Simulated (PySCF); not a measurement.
## Electronic absorption of Hf(OH)4

Hf(OH)4 (singlet state).
Geometry (PBE0-D3(BJ)/def2-SVP, Å), atoms numbered from 1 in this order:
```xyz
9
H4HfO4 angstrom
Hf    -0.0011   -0.0001    0.0003
O     -0.5202    0.1857    1.8517
H     -0.7512    0.2503    2.7736
O      1.8954    0.3216   -0.1723
H      2.8294    0.4724   -0.2836
O     -0.9727    1.2846   -1.0656
H     -1.4446    1.9354   -1.5767
O     -0.4078   -1.7859   -0.6148
H     -0.6272   -2.6640   -0.9125
```

The calculation used TDDFT PBE0/def2-SVPD, vertical, gas phase, core orbitals frozen in the response, def2 core potentials past Kr in PySCF 2.14.0, density-fitted response routines. Spin–orbit coupling is left out.

**Question.** List the vertical singlet excitations with oscillator strengths and describe the spectrum.

**Answer.** 

| state | E (eV) | λ (nm) | ν̃ (cm⁻¹) | f | symmetry | main configurations (H = HOMO, L = LUMO) |
| --- | --- | --- | --- | --- | --- | --- |
| S1 | 7.27 | 170.6 | 58630 | 0.0000 | – | H-2/H-1/H→L (≥93%) |
| S2 | 7.27 | 170.5 | 58640 | 0.0000 | – | H-2/H-1/H→L (≥90%) |
| S3 | 7.27 | 170.5 | 58650 | 0.0000 | – | H-2/H-1/H→L (≥91%) |
| S4 | 7.80 | 158.9 | 62940 | 0.070 | T2 | H-3→L (70%) |
| S5 | 7.81 | 158.7 | 63020 | 0.071 | T2 | H-4→L (67%), H-2/H-1/H→L+1 (≥12%) |
| S6 | 7.82 | 158.6 | 63050 | 0.071 | T2 | H-5→L (66%), H-2/H-1/H→L+1 (≥9%) |
| S7 | 8.00 | 155.0 | 64530 | 0.0000 | – | H-2/H-1/H→L+1 (≥42%), H-7→L (13%) |
| S8 | 8.01 | 154.8 | 64590 | 0.0000 | – | H-2/H-1/H→L+3 (≥35%), H-2/H-1/H→L+2 (≥15%) |

Triplets, Tamm–Dancoff:

| state | E (eV) | λ (nm) | main configurations (H = HOMO, L = LUMO) |
| --- | --- | --- | --- |
| T1 | 7.08 | 175.2 | H-2/H-1/H→L (≥86%) |
| T2 | 7.08 | 175.1 | H-2/H-1/H→L (≥82%) |
| T3 | 7.08 | 175.1 | H-2/H-1/H→L (≥82%) |

The lowest singlet level (S1/S2/S3) lies at 7.27 eV (171 nm, vacuum ultraviolet) and is dark (f under 0.0005). The most intense listed level is S4/S5/S6 at 7.80 eV (159 nm, f = 0.212 summed), 0.53 eV above S1. S1/S2/S3, S4/S5/S6 and S7/S8 lie within about 0.01 eV of each other in each set; the point group Td has degenerate representations, and within a degenerate level the listed configurations can mix freely. For S1 the Löwdin share of hafnium is at most 8% in HOMO and 59% in LUMO (ligand-to-metal charge transfer by this measure). Weighted by f, the mean energy of these states is 7.81 eV. The listed states span 0.74 eV, and the widest gap between neighbours is 0.53 eV (S3 to S4). Symmetry labels in Td follow from the direction of the transition dipole and are given only for states with f of 0.002 or more. Orbitals of the list HOMO-3 to LUMO+2 that lie within 0.01 eV of each other are written together with a slash and their weights summed (≥ marks a lower bound); for degenerate orbitals outside that list single weights are arbitrary. Singlets were solved by full linear response, triplets in the Tamm–Dancoff approximation. The highest level found (8.24 eV, f 0.0032 so far) is left out, since the window may have cut off a degenerate partner.
